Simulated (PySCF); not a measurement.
Compound: C7H7OS (doublet state).
Numbering: `[CH3:1][C:2]#[C:3][C:4]1[CH2:5][CH:6]=[CH:7][S@@:8]1=[O:9]` (hydrogens: H10, H11, H12 on C1; H13, H14 on C5; H15 on C6; H16 on C7)

The calculation used UKS B3LYP, pcH-1 on C H O S, non-relativistic, mean-field spin-orbit, GIAO (PySCF). Isolated species at its GFN2-xTB geometry, gas phase. The geometry wasn't refined by DFT: couplings that depend on bond lengths, twists or pyramidal angles can differ widely from those at the functional's own minimum. Stability of the SCF solution: not tested.

Computed for the main isotopes (class means, splittings of 0.05 mT or more): g = 2.0027; H13 1H +70.5 MHz (2.52 mT); H14 1H +64.0 MHz (2.28 mT); H10/H11/H12 1H +41.2 MHz (1.47 mT); H16 1H -1.7 MHz (0.06 mT); 32 first-order lines, 9.27 mT wide.

What changes when 1H at H10/H11/H12 is replaced by 2H at all these sites?

The spin density stays the same (vibrational effects aside), so a scales with the nuclear g factor: 0.85744/5.58569 = 0.1535, so a goes from +41.2 to +6.3 MHz (0.226 mT). The spin goes from 1/2 to 1, so the 1:3:3:1 quartet becomes a 1:3:6:7:6:3:1 septet. The spectrum then has 56 first-order lines over 6.21 mT.

Where do the 13C satellites of C4 appear, and how strong are they?

a = +76.6 MHz, or 2.73 mT in magnitude, and I = 1/2, so to first order each main line has two satellites, at ±1.37 mT. The isotope's abundance is about 1.07 %, shared among 2 lines, so each has 0.54 % of the main line's intensity.

Give position and intensity of the satellites from 13C at C3.

a = -59.6 MHz, or 2.13 mT in magnitude, and I = 1/2, so to first order each main line has two satellites, at ±1.06 mT. The isotope's abundance is about 1.07 %, shared among 2 lines, so each has 0.54 % of the main line's intensity.

Means are taken over nuclei equivalent by connectivity, which assumes that they swap fast. The three 1H nuclei of mean +41.2 MHz run from 11.4 to 72.8 MHz in the frozen geometry.

Time: 2.9 min of wall time (grids of density and orbitals included); peak memory 1.2 GiB. Hardware: one thread of an AMD EPYC, shared host.
